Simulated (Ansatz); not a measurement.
# Molecular dynamics of AlBrH₂OSi

input.yaml

```yaml
crystal:
  periodic: [false, false, false]
  atoms:
    - { symbol: Br, position_ang: [-0.886909, -3.371269, 0.191134] }
    - { symbol: Al, position_ang: [-0.207013, -1.240731, 0.125036] }
    - { symbol: O, position_ang: [-0.956733, 0.1929, -0.473701] }
    - { symbol: Si, position_ang: [0.46102, 0.941761, 0.044586] }
    - { symbol: H, position_ang: [1.288446, 1.547916, -1.018192] }
    - { symbol: H, position_ang: [0.301179, 1.929414, 1.131127] }
basis:
  gaussian: { orbitals: def2-SVP }
hamiltonian:
  xc: hf
md:
  timestep: 3.0
  n_steps: 100
  ensemble: nve_milne
  temperature: 700.0
  initial_velocities: maxwell_boltzmann
  seed: 705955
scf:
  lower_state_search: "off"
```

Command:

```bash
$ ansatz run input.yaml --threads 1 --pin off --max-ram 2048MiB --backend cpu --events-out ev --progress --plain --runs-dir out
```

It starts from a relaxed structure.

Output, in part (one step line in 4, the closing report, with atoms numbered from 0):

```
md step     0: t =     0.00 fs  T =   700.0 K  F+E_penalty+E_count = -86500.68333349 eV  E_kin = 0.361928 eV  conserved = -86500.32140550 eV  (20 SCF iters)
md step     4: t =    12.00 fs  T =   200.4 K  F+E_penalty+E_count = -86500.34523956 eV  E_kin = 0.103604 eV  conserved = -86500.24163512 eV  (26 SCF iters)
md step     8: t =    24.00 fs  T =   643.5 K  F+E_penalty+E_count = -86500.53375085 eV  E_kin = 0.332727 eV  conserved = -86500.20102425 eV  (22 SCF iters)
md step    12: t =    36.00 fs  T =   731.7 K  F+E_penalty+E_count = -86500.27634617 eV  E_kin = 0.378329 eV  conserved = -86499.89801716 eV  (25 SCF iters)
md step    16: t =    48.00 fs  T =  5788.9 K  F+E_penalty+E_count = -86499.44356357 eV  E_kin = 2.993095 eV  conserved = -86496.45046860 eV  (61 SCF iters)
md step    20: t =    60.00 fs  T =  8851.4 K  F+E_penalty+E_count = -86487.18022502 eV  E_kin = 4.576546 eV  conserved = -86482.60367915 eV  (30 SCF iters)
md step    24: t =    72.00 fs  T = 554666.8 K  F+E_penalty+E_count = -86484.99943790 eV  E_kin = 286.784936 eV  conserved = -86198.21450156 eV  (40 SCF iters)
md step    28: t =    84.00 fs  T = 171987.7 K  F+E_penalty+E_count = -86484.90876785 eV  E_kin = 88.924511 eV  conserved = -86395.98425647 eV  (34 SCF iters)
md step    32: t =    96.00 fs  T = 589770.9 K  F+E_penalty+E_count = -86483.58437707 eV  E_kin = 304.935161 eV  conserved = -86178.64921627 eV  (38 SCF iters)
md step    36: t =   108.00 fs  T = 553196.8 K  F+E_penalty+E_count = -86483.44554245 eV  E_kin = 286.024893 eV  conserved = -86197.42064974 eV  (43 SCF iters)
md step    40: t =   120.00 fs  T = 178167.9 K  F+E_penalty+E_count = -86485.51148687 eV  E_kin = 92.119907 eV  conserved = -86393.39158014 eV  (30 SCF iters)
md step    44: t =   132.00 fs  T = 596269.6 K  F+E_penalty+E_count = -86484.78035833 eV  E_kin = 308.295237 eV  conserved = -86176.48512096 eV  (43 SCF iters)
md step    48: t =   144.00 fs  T = 554455.5 K  F+E_penalty+E_count = -86484.89186037 eV  E_kin = 286.675689 eV  conserved = -86198.21617112 eV  (34 SCF iters)
md step    52: t =   156.00 fs  T = 169157.0 K  F+E_penalty+E_count = -86484.56386475 eV  E_kin = 87.460954 eV  conserved = -86397.10291103 eV  (25 SCF iters)
md step    56: t =   168.00 fs  T = 589564.1 K  F+E_penalty+E_count = -86480.74868163 eV  E_kin = 304.828245 eV  conserved = -86175.92043637 eV  (57 SCF iters)
md step    60: t =   180.00 fs  T = 564096.4 K  F+E_penalty+E_count = -86485.81356509 eV  E_kin = 291.660413 eV  conserved = -86194.15315228 eV  (40 SCF iters)
md step    64: t =   192.00 fs  T = 185318.0 K  F+E_penalty+E_count = -86487.24685594 eV  E_kin = 95.816817 eV  conserved = -86391.43003935 eV  (35 SCF iters)
md step    68: t =   204.00 fs  T = 586599.6 K  F+E_penalty+E_count = -86479.85402783 eV  E_kin = 303.295475 eV  conserved = -86176.55855247 eV  (44 SCF iters)
md step    72: t =   216.00 fs  T = 555452.0 K  F+E_penalty+E_count = -86482.08717937 eV  E_kin = 287.190921 eV  conserved = -86194.89625788 eV  (39 SCF iters)
md step    76: t =   228.00 fs  T = 176757.5 K  F+E_penalty+E_count = -86485.89634425 eV  E_kin = 91.390714 eV  conserved = -86394.50563039 eV  (29 SCF iters)
md step    80: t =   240.00 fs  T = 586654.4 K  F+E_penalty+E_count = -86481.94669008 eV  E_kin = 303.323783 eV  conserved = -86178.62290743 eV  (42 SCF iters)
md step    84: t =   252.00 fs  T = 551751.9 K  F+E_penalty+E_count = -86483.11570635 eV  E_kin = 285.277804 eV  conserved = -86197.83790269 eV  (37 SCF iters)
md step    88: t =   264.00 fs  T = 168883.7 K  F+E_penalty+E_count = -86485.50561884 eV  E_kin = 87.319635 eV  conserved = -86398.18598396 eV  (25 SCF iters)
md step    92: t =   276.00 fs  T = 587326.0 K  F+E_penalty+E_count = -86484.68029801 eV  E_kin = 303.671018 eV  conserved = -86181.00927978 eV  (35 SCF iters)
md step    96: t =   288.00 fs  T = 551542.1 K  F+E_penalty+E_count = -86487.00220657 eV  E_kin = 285.169319 eV  conserved = -86201.83288729 eV  (25 SCF iters)
md step   100: t =   300.00 fs  T = 170763.5 K  F+E_penalty+E_count = -86481.98556374 eV  E_kin = 88.291572 eV  conserved = -86393.69399130 eV  (38 SCF iters)
Total energy: -86481.98556374 eV, -3178.1543498723 hartree
Atom 0 at    -1.560493    -5.834953     0.052118 Å, force    -1.071283    -2.263574     3.385792 eV/Å
Atom 1 at    -1.033663    -4.714786    -1.626028 Å, force     1.070012     2.263279    -3.385586 eV/Å
Atom 2 at    -2.605884    -1.966234     4.650993 Å, force    -9.835760     0.694083    -3.425227 eV/Å
Atom 3 at    -4.535343    -1.831319     3.979849 Å, force     9.837030    -0.693789     3.425021 eV/Å
Atom 4 at   255.541078   231.616053  -231.390861 Å, force    -0.000024    -0.000005     0.000030 eV/Å
Atom 5 at   -13.044717   171.682225    98.410994 Å, force     0.000024     0.000005    -0.000030 eV/Å
Dipole moment:    -1.102421     0.075870    -0.377000 e Å
```

The run went to its last step. The conserved energy changed by up to 71000 meV per atom, so the integration failed: the time step of 3 fs is too long for the fastest motions that this run met, and the later frames carry no physical meaning.

Parted: Al2–O3 1.73 → 7.03 Å, Al2–Si4 2.28 → 7.21 Å, Si4–H5 1.48 → 421.35 Å, Si4–H6 1.48 → 197.73 Å. It ends as AlBr + H + H + OSi. Pairs count as bonded within 1.25 times the sum of covalent radii (0.12 Å more for H–H).

Last frame:

```xyz
6
Properties=species:S:1:pos:R:3
Br -1.560 -5.835 0.052
Al -1.034 -4.715 -1.626
O -2.606 -1.966 4.651
Si -4.535 -1.831 3.980
H 255.541 231.616 -231.391
H -13.045 171.682 98.411
```

Time of the run: 2.8 min on 1 thread of Arm Neoverse V1 (shared host), peak memory 0.19 GiB.
